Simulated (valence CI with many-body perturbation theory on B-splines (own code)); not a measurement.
The numbers below are computed, except where a source is named.
Ladder of approximations for Ir⁷²⁺

Method: relativistic CI+MBPT: three valence electrons over a frozen Dirac-Fock core [He], a basis of 11 s, 11 p, 9 d, 7 f, 5 g, 2 h, 1 i functions for each j, with the one-electron correlation potential Σ1 (screened to all orders), the two-electron term Σ2, the three-electron term Σ3, Breit, model QED; selected single and double excitations, second order for the rest (own B-spline code, finite nucleus).

No measured spectrum was set against this ion. As an estimate, large intervals hold to a few tenths of a per cent, small ones and those within an open d or f shell to about a per cent.

Each rung adds one term. CI alone is the Dirac-Coulomb CI over the frozen core; QED comes last and gives the full result, which names the levels. Energies are above (2s^2 2p1/2) J=1/2 on the same rung, in × 10³ cm⁻¹.

Levels are named by their leading jj configuration (3d3/2^4 stands for four electrons in 3d with j = 3/2), which in mixed levels can hold well under half, so a name can repeat and another be missing. Letters in brackets count levels of one name in rising energy.

| Level | CI alone | + Σ1 | + Σ2 | + Σ3 | + Breit | Full |
| --- | --- | --- | --- | --- | --- | --- |
| (2s 2p1/2^2) J=1/2 | 2336.4 | 2333.4 | 2332.0 | 2331.8 | 2518.3 | 2347.1 |
| (2s^2 2p3/2) J=3/2 | 14338 | 14340 | 14340 | 14339 | 14149 | 14162 |
| (2s 2p1/2 2p3/2) J=3/2 [a] | 15996 | 15995 | 15995 | 15995 | 15975 | 15820 |
| (2s 2p1/2 2p3/2) J=5/2 | 16432 | 16430 | 16430 | 16429 | 16310 | 16155 |
| (2s 2p1/2 2p3/2) J=1/2 | 16953 | 16952 | 16949 | 16949 | 16935 | 16779 |
| (2s 2p1/2 2p3/2) J=3/2 [b] | 17022 | 17021 | 17019 | 17018 | 16950 | 16795 |
| (2p1/2^2 2p3/2) J=3/2 | 19419 | 19415 | 19411 | 19411 | 19545 | 19222 |
| (2s 2p3/2^2) J=5/2 | 30529 | 30530 | 30530 | 30529 | 30264 | 30125 |
| (2s 2p3/2^2) J=1/2 | 31364 | 31365 | 31364 | 31363 | 31197 | 31058 |
| (2s 2p3/2^2) J=3/2 | 31435 | 31436 | 31434 | 31433 | 31202 | 31063 |
| (2p1/2 2p3/2^2) J=3/2 | 33334 | 33332 | 33328 | 33328 | 33269 | 32959 |
| (2p1/2 2p3/2^2) J=5/2 | 33610 | 33608 | 33605 | 33604 | 33452 | 33142 |
| (2p1/2 2p3/2^2) J=1/2 | 33982 | 33980 | 33977 | 33976 | 33948 | 33638 |
| (2p3/2^3) J=3/2 | 48032 | 48033 | 48030 | 48029 | 47781 | 47487 |
| (2s^2 3s) J=1/2 | 94368 | 94372 | 94372 | 94371 | 94108 | 94148 |
| (2s^2 3p1/2) J=1/2 | 95145 | 95148 | 95148 | 95147 | 94932 | 94920 |
| (2s 2p1/2 3s) J=1/2 [a] | 95952 | 95954 | 95953 | 95952 | 95846 | 95720 |
| (2s 2p1/2 3s) J=3/2 | 96238 | 96239 | 96238 | 96237 | 96083 | 95956 |
| (2s 2p1/2 3s) J=1/2 [b] | 96482 | 96483 | 96482 | 96482 | 96352 | 96224 |
| (2s 2p1/2 3p1/2) J=1/2 [a] | 96607 | 96608 | 96607 | 96607 | 96548 | 96370 |
| (2s 2p1/2 3p1/2) J=3/2 | 96905 | 96905 | 96904 | 96903 | 96788 | 96610 |
| (2s 2p1/2 3p1/2) J=1/2 [b] | 97260 | 97260 | 97259 | 97258 | 97185 | 97007 |
| (2p1/2^2 3s) J=1/2 | 98753 | 98751 | 98749 | 98748 | 98819 | 98524 |
| (2s^2 3p3/2) J=3/2 | 99374 | 99378 | 99378 | 99377 | 99105 | 99099 |
| (2p1/2^2 3p1/2) J=1/2 | 99368 | 99366 | 99363 | 99362 | 99474 | 99130 |
| (2s^2 3d3/2) J=3/2 | 99902 | 99906 | 99905 | 99905 | 99608 | 99595 |
| (2s 2p1/2 3p3/2) J=3/2 [a] | 100942 | 100944 | 100943 | 100942 | 100831 | 100658 |
| (2s^2 3d5/2) J=5/2 | 100998 | 101002 | 101002 | 101001 | 100703 | 100682 |
| (2s 2p1/2 3p3/2) J=5/2 | 101287 | 101288 | 101287 | 101286 | 101113 | 100951 |
| (2s 2p1/2 3p3/2) J=3/2 [b] | 101291 | 101292 | 101290 | 101289 | 101135 | 100962 |
| (2s 2p1/2 3p3/2) J=1/2 | 101317 | 101318 | 101316 | 101315 | 101171 | 100997 |

**Question.** How does the ionisation energy move along the ladder, and which term matters most?

**Answer.** CI alone 20681, + Σ1 20682, + Σ2 20681, + Σ3 20681, + Breit 20643, + QED 20642 eV. The largest step is Breit, -38 eV. NIST lists 20650 ± 70 eV (theoretical).
